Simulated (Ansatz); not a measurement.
Ansatz results at the PBE0-D4/def2-TZVP geometry: LUMO energy (ωB97M-V/def2-TZVPP) 2.29 eV; HOMO–LUMO gap (PBE0/def2-TZVPP) 8.49 eV; HOMO–LUMO gap (ωB97M-V/def2-TZVPP) 12.20 eV.

Each molecule was computed in one conformer, which needn't be the lowest.

Problem. Which molecule gave them?
A. `CCO[Si](C)(C)C`
B. `C[SiH3]`
C. `C#C[Si](C)(F)F`
D. `C[SiH2]O`

Solution. A. The others give `C#C[Si](C)(F)F`: 1.66, 8.33, 12.70; `C[SiH3]`: 2.15, 9.92, 13.64; `C[SiH2]O`: 2.02, 8.90, 12.75.
